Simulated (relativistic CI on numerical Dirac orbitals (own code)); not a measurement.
# Rh⁵⁺: resonant inelastic scattering at the M2,3 edge

Computed with this model: Dirac-Coulomb-Breit CI, separate exchange-only KLI orbitals for each configuration, model QED, valence Slater integrals scaled by 0.8, Kramers-Heisenberg scattering through one core-hole configuration in a parametric crystal field; configurations [Kr] 4d4 → [Ne] 3s2 3p5 3d10 4s2 4p6 4d5; 300 K; core-hole width 2 eV; summed over polarisations. Incident energies are the highest absorption maxima for each field (at most a few, so the weaker spin-orbit partner edge can be absent), on the computed scale of the free ion. Intensities are in per cent of the strongest line above 0.02 eV; levels within 1 cm⁻¹ are merged; final levels count from the ground level, the first row holds all elastic scattering, lines under 0.4 are left out and each table stops after 24 rows. The scale of the Slater integrals is a model choice and moves the terms in proportion.

Field parameters in Wybourne normalisation: Td as Oh with Dq negative (B⁴₀ = 21Dq, B⁴₄ = √(5/14) B⁴₀). The field is a parameter set, without covalency.

S is read from ⟨S²⟩ = S(S + 1).

Td, 10Dq = -3800 cm⁻¹:

```csv
Final level (eV),Degeneracy,Irrep,S,507 eV
0.000,1,A1,1.96,1618.6
0.076,3,T1,1.97,35.8
0.154,3,T2,1.99,93.3
0.251,2,E,1.99,57.3
0.303,3,T1,1.99,3.1
0.393,3,T2,1.98,16.9
0.741,1,A2,1.98,0.8
0.765,3,T2,1.98,16.4
0.783,2,E,1.97,5.7
0.793,3,T1,1.97,1.8
0.803,1,A1,1.97,4.2
1.725,1,A1,0.97,100.0
2.013,2,E,0.98,2.1
2.016,3,T1,1.00,35.1
2.112,3,T2,1.00,2.7
2.177,3,T1,0.96,12.9
2.242,1,A2,1.00,0.7
2.263,3,T2,0.99,2.9
2.354,3,T1,0.99,1.8
2.355,2,E,0.99,3.1
2.399,1,A1,0.97,58.6
2.409,2,E,1.00,0.8
2.413,3,T2,0.99,0.6
2.516,1,A1,0.90,1.2
```

Td, 10Dq = -8550 cm⁻¹:

```tsv
Final level (eV)	Degeneracy	Irrep	S	506.9 eV
0.000	1	A1	1.92	1377.5
0.073	3	T1	1.96	13.9
0.134	3	T2	1.98	67.6
0.258	2	E	1.98	34.3
0.289	3	T1	1.99	3.6
0.386	3	T2	1.98	18.6
1.105	1	A1	0.88	100.0
1.292	1	A2	1.96	0.7
1.298	2	E	1.93	4.9
1.299	3	T2	1.96	22.2
1.303	3	T1	1.94	8.6
1.312	1	A1	1.94	20.6
1.536	3	T1	1.05	46.5
1.565	2	E	1.05	7.0
1.626	3	T2	1.02	7.9
1.844	1	A2	1.03	1.3
1.914	3	T1	0.92	8.6
1.926	1	A1	0.52	14.5
1.936	3	T2	1.02	5.7
2.075	2	E	1.01	3.2
2.236	3	T1	0.88	6.6
2.411	2	E	1.01	0.9
2.429	3	T2	1.00	1.2
2.502	1	A1	1.02	9.5
```

For the first field the strongest loss at the lowest incident energy is the level at 1.73 eV (S = 0.97, against 1.96 in the thermal ground state). Levels of other spin, the first over 8 % at 1.73 eV, appear because spin-orbit coupling of the core hole, and in heavier ions of the valence shell too, mixes spins.
